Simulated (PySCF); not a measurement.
**A small calculation by hand: oscillator strength and radiative lifetime**

SbBr2, SMILES [Sb+]([Br])[Br] (connectivity only; charge and spin as stated), charge +1, multiplicity 1.

Geometry optimised at r2SCAN-D4/def2-SVP. The spin state was assumed, not searched. The isomer is the one that the SMILES or the coordinates give; other isomers of the formula were not compared. The def2 effective core potentials stand for the cores of Sb; spin–orbit coupling is left out.

PySCF with TDA-PBE/def2-SVPD puts the first singlet state with f over 0.02 at 3.39 eV (vertical), with the transition dipole (0.000, 0.834, 0.000) in atomic units.

Find the oscillator strength, the wavelength and the radiative lifetime that this transition would have in vacuum if emission retraced absorption.


|μ|² = 0.6956 au, so |μ| = 2.12 D. ΔE = 3.39/27.211 = 0.1246 hartree. f = (2/3) ΔE |μ|² = 0.058 (the program prints 0.058).
λ = 1239.84/3.39 = 366 nm; ν = 27342 cm⁻¹.
Einstein's coefficient A = 0.6670 ν² f s⁻¹ (ν in cm⁻¹) = 2.9e7 s⁻¹, so τ = 1/A = 35 ns. This state is S3; the lower singlets have f = 0.000, 0.001. The figure is the radiative limit of this one transition; relaxation, internal conversion, crossing to triplets and a medium change what is measured.
